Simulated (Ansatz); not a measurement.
Ansatz (a quantum-chemistry and plane-wave program) input (B3LYP-D3(BJ)/def2-TZVP):

Ansatz 0.2 input:
```yaml
crystal:
  periodic: [false, false, false]
  atoms:
    - {symbol: Si, position_ang: [-0.01952798, -0.69660801, 0.20199109]}
    - {symbol: N, position_ang: [-1.19857281, 0.59592109, 0.63404016]}
    - {symbol: Si, position_ang: [-2.80747495, 0.10466116, 0.68628640]}
    - {symbol: N, position_ang: [1.45140546, 0.33734279, 0.07190004]}
    - {symbol: Si, position_ang: [2.82868290, -0.42321271, -0.52479051]}
    - {symbol: H, position_ang: [-0.34473861, -0.77670180, -1.29547793]}
    - {symbol: H, position_ang: [-1.00948487, 1.54678564, 0.33234360]}
    - {symbol: H, position_ang: [-2.89629523, -1.01559062, 1.62098547]}
    - {symbol: H, position_ang: [-3.46821764, -0.34247456, -0.56540318]}
    - {symbol: H, position_ang: [-3.63958744, 1.24556030, 1.14291594]}
    - {symbol: H, position_ang: [1.33154204, 1.32185438, -0.14509455]}
    - {symbol: H, position_ang: [3.06925762, -1.60632791, 0.29901408]}
    - {symbol: H, position_ang: [2.84797902, -0.88512012, -1.93598218]}
    - {symbol: H, position_ang: [3.96867931, 0.52357373, -0.44448066]}
basis:
  gaussian:
    orbitals: def2-TZVP
hamiltonian:
  xc: b3lyp
  dispersion: d3bj
total_charge: -1
relax: {f_tol: 0.002, max_steps: 150}
```

End of the output:

```
these checks for a lower state are left out or cut short: starts, cluster_reference, orbital_swaps, neighbouring_geometries, increment
integrals: 0.18 GiB planned
1489 factors; their error is unknown
0.29 GiB of the device are held for the grids
1.36 GiB of device memory are held for the factors and their scratch space
mean field: 1.16 GiB planned
mean field -26766.02449154 eV, -983.6332574012 hartree, gradient 5.4e-5 eV, S^2 0.000000; 0 other end points of the search recorded, 0 dependent functions left out
the calculation of the forces begins
reference -26766.02484287 eV, -983.6332703122 hartree; 33, 33 occupied and 194, 194 virtual orbitals, 1489 factors
relax step  31: F+E_penalty+E_count = -26766.67700484 eV  Δ(F+E_penalty+E_count) = -1.993e-6 eV  max|allowed force component| = 2.455e-3 eV/Å  Δτ_max = 0.0009 Å  (20 SCF iters, accepted)
these checks for a lower state are left out or cut short: starts, cluster_reference, orbital_swaps, neighbouring_geometries, increment
integrals: 0.18 GiB planned
1489 factors; their error is unknown
0.29 GiB of the device are held for the grids
1.36 GiB of device memory are held for the factors and their scratch space
mean field: 1.16 GiB planned
mean field evaluation 224: about -26766.0245 eV, gradient 3.8e-2 eV
mean field -26766.02449263 eV, -983.6332574411 hartree, gradient 6.9e-5 eV, S^2 0.000000; 0 other end points of the search recorded, 0 dependent functions left out
the calculation of the forces begins
reference -26766.02484398 eV, -983.6332703531 hartree; 33, 33 occupied and 194, 194 virtual orbitals, 1489 factors
relax step  32: F+E_penalty+E_count = -26766.67700594 eV  Δ(F+E_penalty+E_count) = -1.104e-6 eV  max|allowed force component| = 6.669e-4 eV/Å  Δτ_max = 0.0007 Å  (20 SCF iters, accepted)
integrals: 0.18 GiB planned
1489 factors; their error is unknown
0.29 GiB of the device are held for the grids
1.36 GiB of device memory are held for the factors and their scratch space
mean field: 1.16 GiB planned
mean field -26766.02449263 eV, -983.6332574411 hartree, gradient 6.9e-5 eV, S^2 0.000000; 1 other end points of the search recorded, 0 dependent functions left out
the calculation of the forces begins
reference -26766.02484398 eV, -983.6332703531 hartree; 33, 33 occupied and 194, 194 virtual orbitals, 1489 factors
Total energy: -26766.67735729 eV, -983.6572497750 hartree
Atom 0 at    -0.307167    -0.173859    -1.398610 Å, force     0.000099     0.000419     0.000274 eV/Å
Atom 1 at    -1.459397     0.647646    -0.231543 Å, force    -0.000047    -0.000667     0.000096 eV/Å
Atom 2 at    -2.301190    -0.170387     0.994723 Å, force     0.000204     0.000509    -0.000220 eV/Å
Atom 3 at     1.341972     0.389684    -0.826745 Å, force    -0.000144    -0.000606     0.000039 eV/Å
Atom 4 at     2.452104    -0.610311    -0.021118 Å, force    -0.000140     0.000508    -0.000129 eV/Å
Atom 5 at    -0.446311     0.885266    -2.510703 Å, force     0.000035    -0.000044     0.000020 eV/Å
Atom 6 at    -1.456234     1.658166    -0.165064 Å, force    -0.000101    -0.000053     0.000197 eV/Å
Atom 7 at    -1.475623    -0.839551     2.047998 Å, force    -0.000048     0.000066    -0.000078 eV/Å
Atom 8 at    -3.209365    -1.239391     0.489176 Å, force    -0.000050     0.000063    -0.000058 eV/Å
Atom 9 at    -3.167741     0.801366     1.741310 Å, force     0.000206    -0.000127    -0.000135 eV/Å
Atom 10 at     1.543185     1.381857    -0.801281 Å, force     0.000063    -0.000071     0.000089 eV/Å
Atom 11 at     2.017790    -1.175042     1.294478 Å, force     0.000061     0.000084    -0.000054 eV/Å
Atom 12 at     2.883456    -1.794691    -0.817815 Å, force     0.000014     0.000032    -0.000018 eV/Å
Atom 13 at     3.698166     0.168911     0.283442 Å, force    -0.000152    -0.000113    -0.000025 eV/Å
Dipole moment:     0.158189     0.537803     0.511135 e Å
```

It need not be the lowest isomer of its formula. Whether it binds its extra electron was not tested at this geometry.
